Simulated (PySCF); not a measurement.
**`C1CCC=C=C(Br)CC1`, C$_{8}$H$_{11}$Br**

Geometry:
| atom | x (Å) | y (Å) | z (Å) |
| --- | --- | --- | --- |
| Br1 | 0.997 | 1.919 | 2.583 |
| C2 | 0.892 | 1.433 | 0.744 |
| C3 | -0.165 | 1.730 | 0.036 |
| C4 | -1.236 | 1.557 | -0.701 |
| C5 | -1.968 | 0.240 | -0.615 |
| C6 | -1.221 | -0.841 | 0.166 |
| C7 | 0.132 | -1.291 | -0.437 |
| C8 | 1.412 | -0.969 | 0.349 |
| C9 | 1.928 | 0.470 | 0.236 |
| H10 | -1.588 | 2.313 | -1.412 |
| H11 | -2.970 | 0.395 | -0.175 |
| H12 | -2.154 | -0.106 | -1.648 |
| H13 | -1.890 | -1.713 | 0.236 |
| H14 | -1.073 | -0.499 | 1.204 |
| H15 | 0.103 | -2.386 | -0.556 |
| H16 | 0.231 | -0.893 | -1.463 |
| H17 | 2.215 | -1.640 | -0.001 |
| H18 | 1.258 | -1.213 | 1.415 |
| H19 | 2.138 | 0.707 | -0.820 |
| H20 | 2.872 | 0.585 | 0.791 |

Method: TDDFT CAM-B3LYP/aug-cc-pVDZ circular dichroism and optical rotation, one conformer, IEF-PCM tetrahydrofuran (non-equilibrium linear response, no local-field factor) (PySCF). Geometry: PBE0-D3(BJ)/def2-SVP.

The calculation is non-relativistic, which matters for the atoms heavier than Zn. No stereocentre is labelled: unless the shape is locked (an allene, a helicene, a hindered biaryl), the mirror image is equally populated and a measured rotation or CD is zero.

(1) Draw the ECD and absorption spectra from the lowest 12 states, each a Gaussian of half-width 0.25 eV at 1/e height.

Answers

(1) 
```csv
E (eV),λ (nm),Δε (L mol⁻¹ cm⁻¹),ε (L mol⁻¹ cm⁻¹)
4.17,298,+0.04,1.14
4.32,287,+0.31,8.76
4.47,278,+1.17,32.8
4.62,269,+2.14,59.8
4.77,260,+1.90,53
4.92,252,+0.81,23.9
5.07,245,+0.06,17.6
5.22,238,-0.72,87.4
5.37,231,-3.19,375
5.52,225,-12.01,1420
5.67,219,-36.04,4480
5.82,213,-66.52,10000
5.97,208,-76.19,18700
6.12,203,-64.25,31500
6.27,198,-32.50,40900
6.42,193,+16.12,37500
6.57,189,+47.54,23900
6.72,185,+27.17,11500
6.87,181,-7.09,5460
```
Δε uses R in velocity form, ε uses f in length form. Only the states computed contribute, so the short-wavelength end is incomplete.

The sign of the CD band at 193 nm isn't settled: the length form gives the opposite one.
